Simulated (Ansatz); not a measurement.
A short molecular-dynamics run on `[F][In]([Cl])[N]([SiH3])[SiH3]`.

```yaml
crystal:
  periodic: [false, false, false]
  atoms:
    - {symbol: F, position_ang: [-2.767624, 0.136824, 1.822722]}
    - {symbol: In, position_ang: [-1.400449, -1.007713, 1.061024]}
    - {symbol: Cl, position_ang: [-1.591655, -3.249286, 1.476171]}
    - {symbol: N, position_ang: [-0.011840, -0.006114, 0.009769]}
    - {symbol: Si, position_ang: [1.291045, -0.869512, -0.746053]}
    - {symbol: Si, position_ang: [-0.122760, 1.724494, -0.140773]}
    - {symbol: H, position_ang: [2.609582, -0.417252, -0.227450]}
    - {symbol: H, position_ang: [1.282147, -0.675936, -2.220692]}
    - {symbol: H, position_ang: [1.116211, -2.315425, -0.442207]}
    - {symbol: H, position_ang: [1.039695, 2.158544, -0.963297]}
    - {symbol: H, position_ang: [-0.062172, 2.389751, 1.185992]}
    - {symbol: H, position_ang: [-1.382171, 2.131605, -0.815207]}
basis:
  gaussian: {orbitals: def2-SVP}
hamiltonian: {xc: {name: r2SCAN}}
md: {timestep: 0.5 fs, n_steps: 30, ensemble: nvt_langevin, temperature: 700, initial_velocities: maxwell_boltzmann, friction: 0.01, seed: 967}
```

```sh
$ ansatz run in.yaml --threads 2 --pin off --events-out ev --progress --plain --max-ram 22528MiB --backend cpu
```

```tsv
step	time (fs)	potential energy (eV)	kinetic (eV)	T (K)	conserved (eV)
0	0.0	-37744.8162	0.9953	642	–
1	0.5	-37744.8140	0.9930	640	–
2	1.0	-37744.7978	1.0256	661	–
3	1.5	-37744.7704	0.9702	625	–
4	2.0	-37744.7358	0.9222	595	–
5	2.5	-37744.6975	0.8381	540	–
6	3.0	-37744.6599	0.8424	543	–
7	3.5	-37744.6279	0.8207	529	–
8	4.0	-37744.6037	0.8088	521	–
9	4.5	-37744.5854	0.7752	500	–
10	5.0	-37744.5703	0.7553	487	–
11	5.5	-37744.5587	0.7715	497	–
12	6.0	-37744.5489	0.7538	486	–
13	6.5	-37744.5352	0.7701	496	–
14	7.0	-37744.5162	0.8186	528	–
15	7.5	-37744.4943	0.7988	515	–
16	8.0	-37744.4719	0.8059	520	–
17	8.5	-37744.4511	0.7267	469	–
18	9.0	-37744.4336	0.6998	451	–
19	9.5	-37744.4197	0.7138	460	–
20	10.0	-37744.4125	0.7224	466	–
21	10.5	-37744.4125	0.7198	464	–
22	11.0	-37744.4174	0.7286	470	–
23	11.5	-37744.4293	0.7661	494	–
24	12.0	-37744.4466	0.7947	512	–
25	12.5	-37744.4657	0.8308	536	–
26	13.0	-37744.4866	0.8611	555	–
27	13.5	-37744.5062	0.8782	566	–
28	14.0	-37744.5210	0.9197	593	–
29	14.5	-37744.5303	0.9067	585	–
30	15.0	-37744.5340	0.9488	612	–
```

Velocities are drawn at the set temperature; a run this short doesn't reach equilibrium.

Frames (Å, forces in eV/Å):

```xyz
12
time=0.0 fs
F    -2.768    0.137    1.823   -0.269    0.247    0.147
In   -1.400   -1.008    1.061   -0.030    0.077    0.010
Cl   -1.592   -3.249    1.476   -0.036   -0.545    0.094
N    -0.012   -0.006    0.010    0.001   -0.042    0.005
Si    1.291   -0.870   -0.746    0.286   -0.222   -0.162
Si   -0.123    1.724   -0.141   -0.097    0.379    0.017
H     2.610   -0.417   -0.227    0.143    0.028    0.038
H     1.282   -0.676   -2.221    0.019    0.004   -0.149
H     1.116   -2.315   -0.442   -0.007   -0.126    0.021
H     1.040    2.159   -0.963    0.094    0.043   -0.069
H    -0.062    2.390    1.186    0.009    0.091    0.117
H    -1.382    2.132   -0.815   -0.113    0.067   -0.070
12
time=1.0 fs
F    -2.786    0.136    1.819   -0.061    0.094    0.030
In   -1.399   -1.007    1.061   -0.190    0.140    0.112
Cl   -1.593   -3.253    1.481   -0.031   -0.462    0.081
N    -0.006   -0.003    0.012   -0.074   -0.082    0.078
Si    1.289   -0.865   -0.750    0.755   -0.531   -0.105
Si   -0.121    1.723   -0.141    0.702    0.418   -0.029
H     2.646   -0.460   -0.230   -0.218    0.051   -0.069
H     1.301   -0.673   -2.236   -0.048   -0.039    0.083
H     1.123   -2.319   -0.405   -0.052    0.123   -0.136
H     1.058    2.140   -0.982   -0.133   -0.019    0.096
H    -0.035    2.412    1.170   -0.028    0.073    0.152
H    -1.346    2.119   -0.820   -0.620    0.234   -0.293
12
time=2.0 fs
F    -2.804    0.134    1.814    0.129   -0.041   -0.072
In   -1.398   -1.008    1.061   -0.332    0.199    0.194
Cl   -1.595   -3.256    1.486   -0.025   -0.384    0.069
N    -0.002    0.001    0.014   -0.119   -0.156    0.156
Si    1.288   -0.861   -0.753    1.093   -0.842   -0.064
Si   -0.118    1.723   -0.142    1.395    0.507   -0.070
H     2.677   -0.504   -0.240   -0.462    0.120   -0.122
H     1.318   -0.669   -2.251   -0.118   -0.079    0.282
H     1.132   -2.324   -0.369   -0.101    0.351   -0.292
H     1.078    2.123   -1.001   -0.364   -0.075    0.262
H    -0.009    2.439    1.155   -0.065    0.023    0.141
H    -1.318    2.106   -0.827   -1.031    0.377   -0.484
12
time=3.0 fs
F    -2.822    0.130    1.809    0.299   -0.156   -0.159
In   -1.396   -1.008    1.061   -0.451    0.246    0.260
Cl   -1.597   -3.260    1.491   -0.017   -0.306    0.055
N     0.003    0.005    0.016   -0.183   -0.234    0.246
Si    1.287   -0.857   -0.757    1.333   -1.107   -0.058
Si   -0.116    1.723   -0.142    1.886    0.657   -0.113
H     2.699   -0.543   -0.251   -0.608    0.208   -0.145
H     1.328   -0.669   -2.264   -0.173   -0.103    0.438
H     1.141   -2.327   -0.341   -0.159    0.517   -0.411
H     1.095    2.105   -1.019   -0.545   -0.110    0.402
H     0.017    2.469    1.143   -0.110   -0.066    0.066
H    -1.296    2.101   -0.839   -1.270    0.455   -0.581
12
time=4.0 fs
F    -2.838    0.126    1.805    0.449   -0.255   -0.232
In   -1.395   -1.009    1.062   -0.548    0.288    0.308
Cl   -1.600   -3.264    1.496   -0.008   -0.227    0.040
N     0.008    0.010    0.017   -0.287   -0.340    0.369
Si    1.287   -0.854   -0.760    1.484   -1.256   -0.123
Si   -0.113    1.722   -0.142    2.001    0.972   -0.178
H     2.712   -0.581   -0.260   -0.653    0.311   -0.145
H     1.333   -0.666   -2.275   -0.209   -0.120    0.568
H     1.150   -2.322   -0.324   -0.229    0.546   -0.477
H     1.108    2.084   -1.031   -0.639   -0.108    0.466
H     0.046    2.506    1.133   -0.184   -0.233   -0.111
H    -1.287    2.103   -0.860   -1.177    0.422   -0.485
12
time=5.0 fs
F    -2.854    0.122    1.800    0.582   -0.341   -0.293
In   -1.394   -1.010    1.062   -0.644    0.314    0.354
Cl   -1.602   -3.268    1.501    0.003   -0.151    0.025
N     0.013    0.014    0.020   -0.346   -0.435    0.457
Si    1.288   -0.850   -0.763    1.539   -1.354   -0.077
Si   -0.109    1.721   -0.143    1.716    1.370   -0.346
H     2.721   -0.613   -0.267   -0.650    0.412   -0.141
H     1.335   -0.665   -2.278   -0.227   -0.116    0.576
H     1.159   -2.314   -0.310   -0.295    0.522   -0.519
H     1.114    2.064   -1.037   -0.635   -0.086    0.455
H     0.075    2.545    1.123   -0.268   -0.419   -0.295
H    -1.291    2.111   -0.888   -0.774    0.283   -0.196
12
time=6.0 fs
F    -2.870    0.117    1.794    0.690   -0.409   -0.338
In   -1.393   -1.010    1.063   -0.725    0.320    0.390
Cl   -1.604   -3.272    1.507    0.014   -0.075    0.009
N     0.018    0.018    0.024   -0.389   -0.538    0.534
Si    1.290   -0.845   -0.767    1.441   -1.383    0.071
Si   -0.105    1.720   -0.142    1.254    1.718   -0.575
H     2.720   -0.635   -0.279   -0.519    0.504   -0.091
H     1.334   -0.662   -2.271   -0.239   -0.100    0.413
H     1.164   -2.301   -0.300   -0.340    0.423   -0.537
H     1.115    2.044   -1.035   -0.535   -0.040    0.370
H     0.102    2.578    1.110   -0.342   -0.547   -0.385
H    -1.300    2.118   -0.920   -0.308    0.127    0.140
12
time=7.0 fs
F    -2.884    0.111    1.787    0.767   -0.453   -0.366
In   -1.392   -1.010    1.064   -0.779    0.310    0.411
Cl   -1.606   -3.276    1.514    0.025   -0.006   -0.006
N     0.022    0.023    0.030   -0.386   -0.676    0.569
Si    1.293   -0.841   -0.771    1.222   -1.386    0.263
Si   -0.099    1.719   -0.142    0.709    2.013   -0.785
H     2.713   -0.648   -0.289   -0.318    0.579   -0.024
H     1.335   -0.662   -2.263   -0.256   -0.073    0.217
H     1.163   -2.285   -0.290   -0.360    0.317   -0.550
H     1.110    2.024   -1.029   -0.365    0.024    0.225
H     0.127    2.606    1.095   -0.410   -0.635   -0.429
H    -1.314    2.121   -0.950    0.152   -0.014    0.473
12
time=8.0 fs
F    -2.898    0.104    1.779    0.823   -0.482   -0.381
In   -1.392   -1.010    1.065   -0.790    0.317    0.400
Cl   -1.607   -3.279    1.520    0.036    0.057   -0.020
N     0.028    0.029    0.036   -0.397   -0.878    0.617
Si    1.296   -0.837   -0.775    0.867   -1.314    0.486
Si   -0.093    1.719   -0.142    0.254    2.255   -0.906
H     2.699   -0.655   -0.297   -0.002    0.642    0.073
H     1.335   -0.662   -2.251   -0.262   -0.032   -0.070
H     1.158   -2.268   -0.290   -0.370    0.150   -0.524
H     1.107    2.007   -1.020   -0.176    0.089    0.049
H     0.152    2.633    1.078   -0.475   -0.703   -0.442
H    -1.328    2.119   -0.975    0.492   -0.101    0.719
12
time=9.0 fs
F    -2.912    0.097    1.772    0.874   -0.508   -0.393
In   -1.391   -1.009    1.067   -0.786    0.338    0.377
Cl   -1.608   -3.282    1.526    0.047    0.115   -0.034
N     0.034    0.036    0.042   -0.428   -1.094    0.675
Si    1.299   -0.834   -0.779    0.498   -1.113    0.584
Si   -0.086    1.720   -0.143   -0.036    2.335   -0.991
H     2.683   -0.651   -0.306    0.325    0.679    0.171
H     1.328   -0.661   -2.243   -0.256   -0.001   -0.292
H     1.153   -2.250   -0.298   -0.380   -0.094   -0.450
H     1.108    1.989   -1.010   -0.007    0.156   -0.124
H     0.176    2.652    1.056   -0.521   -0.690   -0.368
H    -1.334    2.114   -0.991    0.671   -0.123    0.846
12
time=10.0 fs
F    -2.926    0.091    1.765    0.933   -0.540   -0.409
In   -1.391   -1.009    1.069   -0.804    0.366    0.368
Cl   -1.608   -3.285    1.531    0.058    0.169   -0.046
N     0.039    0.043    0.049   -0.424   -1.276    0.712
Si    1.301   -0.832   -0.783    0.116   -0.847    0.609
Si   -0.080    1.723   -0.145   -0.205    2.267   -1.083
H     2.669   -0.640   -0.320    0.635    0.693    0.269
H     1.316   -0.657   -2.238   -0.248    0.019   -0.462
H     1.143   -2.233   -0.311   -0.376   -0.355   -0.357
H     1.114    1.973   -1.001    0.125    0.209   -0.260
H     0.188    2.666    1.030   -0.525   -0.605   -0.213
H    -1.331    2.105   -1.002    0.716   -0.100    0.871
12
time=11.0 fs
F    -2.940    0.084    1.759    0.997   -0.575   -0.425
In   -1.390   -1.008    1.071   -0.833    0.412    0.360
Cl   -1.607   -3.288    1.536    0.066    0.204   -0.054
N     0.044    0.048    0.056   -0.396   -1.370    0.715
Si    1.303   -0.830   -0.786   -0.213   -0.553    0.615
Si   -0.074    1.727   -0.148   -0.224    2.010   -1.209
H     2.659   -0.622   -0.329    0.857    0.676    0.329
H     1.300   -0.653   -2.236   -0.229    0.035   -0.572
H     1.128   -2.218   -0.328   -0.351   -0.605   -0.261
H     1.125    1.961   -0.996    0.163    0.237   -0.322
H     0.193    2.671    1.004   -0.494   -0.436    0.015
H    -1.321    2.093   -1.004    0.657   -0.035    0.809
12
time=12.0 fs
F    -2.954    0.077    1.752    1.053   -0.603   -0.438
In   -1.390   -1.008    1.073   -0.864    0.456    0.351
Cl   -1.606   -3.289    1.541    0.072    0.226   -0.059
N     0.047    0.051    0.063   -0.333   -1.370    0.677
Si    1.305   -0.830   -0.790   -0.408   -0.238    0.519
Si   -0.067    1.733   -0.151   -0.124    1.595   -1.335
H     2.656   -0.599   -0.337    0.901    0.614    0.331
H     1.287   -0.647   -2.243   -0.205    0.030   -0.501
H     1.107   -2.207   -0.346   -0.300   -0.815   -0.178
H     1.142    1.953   -0.992    0.134    0.248   -0.331
H     0.193    2.669    0.981   -0.437   -0.207    0.289
H    -1.306    2.078   -0.999    0.509    0.063    0.673
12
time=13.0 fs
F    -2.968    0.069    1.745    1.099   -0.622   -0.445
In   -1.389   -1.009    1.076   -0.890    0.489    0.340
Cl   -1.605   -3.291    1.546    0.077    0.245   -0.063
N     0.050    0.054    0.071   -0.249   -1.320    0.617
Si    1.307   -0.829   -0.793   -0.433    0.005    0.362
Si   -0.059    1.739   -0.155    0.105    1.119   -1.418
H     2.663   -0.574   -0.344    0.751    0.510    0.280
H     1.276   -0.641   -2.257   -0.183    0.010   -0.275
H     1.084   -2.203   -0.367   -0.231   -0.890   -0.128
H     1.160    1.944   -0.994    0.049    0.253   -0.288
H     0.191    2.668    0.960   -0.367    0.022    0.549
H    -1.287    2.062   -0.989    0.272    0.180    0.469
12
time=14.0 fs
F    -2.981    0.060    1.738    1.137   -0.636   -0.448
In   -1.389   -1.009    1.079   -0.917    0.506    0.334
Cl   -1.603   -3.294    1.552    0.082    0.268   -0.067
N     0.053    0.056    0.081   -0.140   -1.270    0.522
Si    1.308   -0.830   -0.795   -0.377    0.065    0.205
Si   -0.052    1.746   -0.159    0.437    0.575   -1.427
H     2.675   -0.549   -0.352    0.489    0.380    0.202
H     1.270   -0.637   -2.276   -0.167   -0.017    0.045
H     1.064   -2.213   -0.387   -0.137   -0.723   -0.134
H     1.178    1.935   -0.998   -0.049    0.260   -0.238
H     0.188    2.664    0.943   -0.286    0.275    0.821
H    -1.267    2.045   -0.971   -0.071    0.317    0.185
12
time=15.0 fs
F    -2.994    0.051    1.731    1.168   -0.643   -0.447
In   -1.389   -1.010    1.082   -0.955    0.502    0.335
Cl   -1.602   -3.297    1.557    0.088    0.294   -0.072
N     0.054    0.058    0.091    0.006   -1.191    0.385
Si    1.309   -0.831   -0.797   -0.239    0.064    0.135
Si   -0.045    1.754   -0.164    0.872    0.069   -1.338
H     2.693   -0.525   -0.359    0.112    0.218    0.102
H     1.266   -0.636   -2.294   -0.156   -0.030    0.318
H     1.044   -2.231   -0.413   -0.028   -0.454   -0.146
H     1.198    1.929   -1.002   -0.201    0.260   -0.157
H     0.182    2.661    0.931   -0.215    0.465    1.014
H    -1.250    2.033   -0.949   -0.450    0.444   -0.128
```

Run time 3.4 min (2 threads of an AMD EPYC 7R13 on a shared host); peak host memory 1.3 GiB.
